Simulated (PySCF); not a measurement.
Computed IR spectrum (relative IR intensity) of a molecule C4H5Br. Geometry: r2SCAN-D4/def2-SVP. Other conformers were not sampled. All values below come from r2SCAN-D4/def2-SVP (PySCF). Frequencies are harmonic and unscaled.

ν (cm⁻¹): 237 (w), 346 (w), 478 (w), 569 (m), 655 (s), 844 (s), 886 (m), 1014 (vw), 1162 (w), 1208 (s), 1438 (w), 1462 (vw), 2060 (vs), 3100 (w) (against the strongest line: vs over 80 %, s over 45 %, m over 15 %, w over 4 %, vw less)

**Question.** Pick the molecule that these values belong to.
(A) C#CCCBr
(B) C=C=C(C)Br
(C) C=C=CCBr
(D) BrC1=CCC1

**Answer.** C, C=C=CCBr
